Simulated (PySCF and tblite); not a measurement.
The numbers below are computed, except where a source is named.
## Barrier and rate of a pyramidal inversion

System: C₇H₁₁N, numbered as in [CH:1]#[C:2][C@@:3]1([CH3:4])[NH:5][CH2:6][C@@H:7]1[CH3:8].

Motion: pyramidal inversion at N5. The path came from a restrained scan, a climbing-image band and a saddle search at GFN2-xTB; energies are CAM-B3LYP/pcSseg-1 + D3(BJ)//GFN2-xTB, thermal terms GFN2-xTB. Rate constants are transition-state-theory values, counting equivalent paths, without tunnelling. (PySCF 2.14 with density fitting, tblite 0.8.)

| point | symmetry | E(GFN2) kcal/mol | E(DFT) kcal/mol | ZPE change kcal/mol | lowest mode cm⁻¹ | dipole D |
| --- | --- | --- | --- | --- | --- | --- |
| start | C1 | 0.0 | 0.0 | 0.00 | 73 | 0.89 |
| saddle | C1 | 5.4 | 5.7 | -1.04 | 588i | 0.71 |
| end | C1 | 0.9 | 1.1 | 0.01 | 92 | 1.79 |

```json
{
  "Electronic barrier": "5.8 kcal/mol",
  "Barrier with zero-point energy": "4.7 kcal/mol",
  "ΔH‡ (298 K)": "4.6 kcal/mol",
  "ΔS‡ (298 K, symmetry apart)": "-0.4 cal/(mol K)",
  "Paths": "1 equivalent path",
  "End point": "a different minimum",
  "Mean lifetime of the start against this motion at 298 K": "480 ps",
  "Cost": "6.8 min on 1 thread of Intel Xeon @ 2.50GHz (shared host) (rough), peak memory 1.1 GiB, launched as `OMP_NUM_THREADS=1 python ens_run.py task.json out`"
}
```

| T/K | ΔG‡ kcal/mol | k s⁻¹ | ΔG kcal/mol | k back s⁻¹ |
| --- | --- | --- | --- | --- |
| 150 | 4.7 | 4.2×10⁵ | 1.2 | 2.2×10⁷ |
| 200 | 4.7 | 2.9×10⁷ | 1.2 | 5.7×10⁸ |
| 250 | 4.7 | 3.8×10⁸ | 1.2 | 4.2×10⁹ |
| 298 | 4.7 | 2.1×10⁹ | 1.2 | 1.6×10¹⁰ |
| 350 | 4.8 | 7.9×10⁹ | 1.2 | 4.4×10¹⁰ |
| 400 | 4.8 | 2.1×10¹⁰ | 1.2 | 9.2×10¹⁰ |
| 500 | 4.8 | 8.1×10¹⁰ | 1.2 | 2.6×10¹¹ |

ΔG and ΔG‡ leave out symmetry numbers and mirror images; rates count paths: 1 out, 1 back.
